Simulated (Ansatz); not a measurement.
`N[SiH](O)S[SiH3]` + H₂ → `O[SiH2]S[SiH3]` + NH₃  (hydrogenolysis of the Si–N bond)

Program: Ansatz. Geometries: PBE0-D4/def2-TZVP. ΔE: electronic, gas phase. CCSD(T)/CBS adds triple-zeta CCSD(T) − MP2 to the extrapolated MP2 energy (def2 sets, frozen cores). This one scheme is used for every species. DFT in def2-TZVPP. B3LYP here is the variant with VWN-RPA as its local correlation; programs differ in this. One conformer a species, not always the lowest.

`N[SiH](O)S[SiH3]`:

Cartesian coordinates in Å:
```
N -0.059 -2.309 -0.928
Si -0.398 -0.790 -0.238
O -0.443 0.412 -1.358
S 1.118 -0.164 1.121
Si 0.633 1.920 1.192
H 0.834 -2.513 -1.347
H -0.495 -3.136 -0.555
H -1.704 -0.942 0.448
H -1.086 0.316 -2.064
H -0.838 2.112 1.262
H 1.181 2.657 0.029
H 1.257 2.436 2.437
```

H₂:

Cartesian coordinates in Å:
```
H 0.089 -0.239 0.272
H -0.089 0.239 -0.272
```

`O[SiH2]S[SiH3]`:

Cartesian coordinates in Å:
```
O 0.384 -1.594 -1.086
Si -0.530 -0.258 -1.366
S -1.398 0.532 0.415
Si 0.413 0.810 1.525
H -0.033 -2.327 -0.629
H 0.404 0.709 -1.980
H -1.693 -0.537 -2.244
H 0.124 1.832 2.560
H 0.837 -0.449 2.184
H 1.493 1.281 0.622
```

NH₃:

Cartesian coordinates in Å:
```
N -0.053 -0.074 -0.267
H 0.877 -0.350 0.021
H -0.120 0.928 -0.135
H -0.704 -0.503 0.380
```

CCSD(T)/CBS gives +0.49 eV.

Problem. Another level gave +0.45 eV. Which?
A. B3LYP/def2-TZVPP
B. HF/def2-TZVPP
C. r2SCAN/def2-TZVPP
D. B2PLYP/def2-TZVPP

Solution. D. B2PLYP 0.45, B3LYP 0.39, HF/def2-TZVPP 0.35, r2SCAN 0.51 eV.

Largest T1 diagnostic among the species: 0.012.

In def2-TZVPP, CCSD(T) changes the Hartree–Fock value by +0.12 eV (the triples alone add +0.03 eV) and MP2 by +0.19 eV. The D4 term adds +0.10 eV with B3LYP and +0.05 eV with PBE0; it sums over pairs of atoms, weighted by their polarisabilities, and B3LYP, whose exchange is more repulsive, gets the larger term.
